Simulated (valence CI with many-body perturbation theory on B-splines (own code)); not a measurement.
# Questions on Er³⁵⁺

Computed by relativistic CI+MBPT: five valence electrons over a frozen Dirac-Fock core [Ar] 3d10, a basis of 9 s, 9 p, 8 d, 6 f, 3 g, 1 h functions for each j, with the one-electron correlation potential Σ1 (screened to all orders), the two-electron term Σ2, the three-electron term Σ3, Breit, model QED; selected single and double excitations, second order for the rest, scaled by the run's own slope (own B-spline code, finite nucleus).

The last digits are not significant, and no measured levels were compared; by estimate large intervals hold to a few tenths of a per cent, small ones and those within an open d or f shell to about a per cent. Among the levels kept, up to 780 cm⁻¹ of a level comes from second order outside the variational space, and about a tenth of that is noise between levels of different J, which matters for small intervals.

Levels are named by their leading jj configuration (3d3/2^4 stands for four electrons in 3d with j = 3/2), which in mixed levels can hold well under half, so a name can repeat and another be missing.

Rates and lifetimes use the calculated energies. Strong lines usually hold to 10 to 20 %, long lifetimes can be off by a factor of two.

Question: What is the ground level?

Answer: (4s^2 4p1/2^2 4p3/2) J=3/2, composition 45 % 4s2.4p3 2P° + 28 % 4s2.4p3 4S° + 26 % 4s2.4p3 2D°, g = 1.382.

Question: Where does the other parity begin?

Answer: At (4s^2 4p1/2^2 4d3/2) J=3/2, 1063700 cm⁻¹.

Question: How well does LS coupling describe the low levels?

Answer: Among the lowest 20 levels the leading LS term, summed over configurations, holds 53 % on average. For single configurations the figures are 49 % in LS and 86 % in jj coupling. Terms mix most in the J = 5/2 level at 1237000 cm⁻¹, where the leading one holds 26 %.

Question: What are the static dipole polarisabilities of the lowest levels?

Answer: (4s^2 4p1/2^2 4p3/2) J=3/2 0.0565 (tensor 0.0038); (4s^2 4p1/2 4p3/2^2) J=3/2 0.0631 (tensor 0.00067); (4s^2 4p1/2 4p3/2^2) J=5/2 0.0628; (4s^2 4p1/2 4p3/2^2) J=1/2 0.0627 bohr³, of which the core gives 0.00326.

Question: What is the ionisation energy?

Answer: 1517.8 eV; NIST lists 1516 ± 5 eV (theoretical).

Question: Name the longest-lived excited levels whose lifetime is computed, and their main decay.

Answer: (4s^2 4p1/2 4p3/2 4d3/2) J=7/2 at 1547900 cm⁻¹ lives 4.99 μs, mostly by E1 to (4s^2 4p1/2 4p3/2^2) J=5/2; (4s^2 4p1/2 4p3/2^2) J=5/2 at 481390 cm⁻¹ lives 2.88 μs, mostly by M1 to (4s^2 4p1/2^2 4p3/2) J=3/2; (4s^2 4p1/2 4p3/2^2) J=1/2 at 530060 cm⁻¹ lives 800 ns, mostly by M1 to (4s^2 4p1/2^2 4p3/2) J=3/2. The lifetime of (4s^2 4p1/2 4p3/2 4d5/2) J=9/2 is too uncertain to give, and may be longer.

Question: Among levels below 2175700 cm⁻¹, which E1 lines absorb most strongly from the ground level?

Answer: to (4s^2 4p1/2 4p3/2 4d3/2) J=5/2 at 6.069 nm, f = 0.715; to (4s^2 4p1/2 4p3/2 4d3/2) J=3/2 at 6.047 nm, f = 0.629; to (4s^2 4p1/2^2 4d5/2) J=5/2 at 8.084 nm, f = 0.289.
